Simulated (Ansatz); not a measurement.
Input for Ansatz (a quantum-chemistry and plane-wave program): R-r2SCAN/def2-TZVPP on H2O (SMILES O).

Ansatz 0.2 input:
```yaml
crystal:
  periodic: [false, false, false]
  atoms:
    - {symbol: O, position_ang: [-0.00000000, 0.00000000, 0.38961139]}
    - {symbol: H, position_ang: [0.00000000, 0.76498632, -0.19485569]}
    - {symbol: H, position_ang: [0.00000000, -0.76498632, -0.19485569]}
basis:
  gaussian:
    orbitals: def2-TZVPP
hamiltonian:
  xc: {name: r2SCAN}
scf: {lower_state_search: off}
```

Output:

```
WARN ansatz: RAYON_NUM_THREADS=4 ignored (pool sized by the plan → 4); use --threads N
Functional definition: r2SCAN
these checks for a lower state are left out or cut short: stability, starts, cluster_reference, orbital_swaps, neighbouring_geometries, increment
integrals: 0.01 GiB planned
269 factors; their error is unknown
mean field: 0.11 GiB planned
mean field evaluation 1: about -2074.9216 eV, gradient 5.5e1 eV
mean field evaluation 2: about -2065.6847 eV, gradient 9.0e1 eV
mean field evaluation 4: about -2079.5809 eV, gradient 6.0e-1 eV
mean field evaluation 8: about -2079.5805 eV, gradient 1.9e-1 eV
mean field -2079.58048684 eV, -76.4231733012 hartree, gradient 7.6e-6 eV, S^2 0.000000; 0 other end points of the search recorded, 0 dependent functions left out
reference -2079.58049206 eV, -76.4231734930 hartree; 5, 5 occupied and 54, 54 virtual orbitals, 269 factors
Total energy: -2079.58049206 eV, -76.4231734930 hartree
Checks for a lower state left out: stability, starts, cluster_reference, orbital_swaps, neighbouring_geometries, increment
```

The run converged.

Cost: roughly 0.6 core-seconds.
